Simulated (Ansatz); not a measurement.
Consider the stannylene formation by 1,1-elimination: `[OH][SnH]([OH])[Cl]` → H₂O + `[OH][Sn][Cl]`.

Calculated with Ansatz (gas phase, PBE0-D4/def2-TZVP geometries, no zero-point term in ΔE). CBS: MP2 limit from def2 TZ/QZ plus the TZ coupled-cluster correction, frozen cores. This one scheme is used for every species. Functionals use def2-TZVPP. def2 core potentials past Kr. For Sn outer-core shells are correlated without core-valence functions, which leaves a few kJ/mol of doubt a bond. Each species was taken in one conformer, which may not be the lowest.

CCSD(T)/CBS gives -0.11 eV.

Problem. Another level gave -0.09 eV. Which?
A. HF/def2-TZVPP
B. CAM-B3LYP/def2-TZVPP
C. PBE/def2-TZVPP
D. BHLYP-D4/def2-TZVPP

Solution. A. HF/def2-TZVPP -0.09, BHLYP-D4 -0.15, CAM-B3LYP -0.20, PBE -0.34 eV.

Largest T1 diagnostic among the species: 0.017.

From r2SCAN to r2SCAN0 (25 % exact exchange), in def2-TZVPP and without D4, ΔE moves by +0.04 eV. At CCSD(T), def2-SVP lies +0.07 eV from the extrapolated value and def2-TZVPP +0.04 eV.
